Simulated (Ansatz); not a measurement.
Consider the homolysis of the C–O bond: `CO[CH2][AlH][CH3]` → `[CH2][AlH][CH3]`• + `C[O]`•.

Isolated molecules relaxed with PBE0-D4/def2-TZVP in Ansatz; ΔE leaves out vibrations. CBS: MP2 limit from def2 TZ/QZ plus the TZ coupled-cluster correction, frozen cores. Functionals use def2-TZVPP. No spin–orbit coupling; open shells (•) take unrestricted orbitals. Each species was taken in one conformer, which may not be the lowest.

| level | ΔE (eV) |
| --- | --- |
| revPBE-D4 | 3.21 |
| PBE0-D4 | 3.24 |
| ωB97M-V | 3.36 |
| PBE0 | 3.16 |
| r2SCAN0 | 2.94 |
| RPA@PBE/def2-TZVPP | 3.15 |
| HF/def2-SVP | 1.73 |
| MP2/def2-TZVPP | 3.71 |

Q: What does CCSD(T)/CBS give? (Best estimate.)

A: Ansatz gave: +3.44 eV. The listed levels differ from it by -0.23, -0.20, -0.08, -0.28, -0.50, -0.29, -1.71, 0.27 eV.

Largest T1 diagnostic among the species: 0.019.

From BLYP to BHLYP (50 % exact exchange), in def2-TZVPP and without D4, ΔE moves by −0.12 eV: exact exchange takes away binding that semilocal exchange gives to molecules. In def2-TZVPP, CCSD(T) changes the Hartree–Fock value by +1.71 eV (the triples alone add +0.16 eV) and MP2 by +2.11 eV; breaking electron pairs costs correlation energy, which Hartree–Fock lacks.
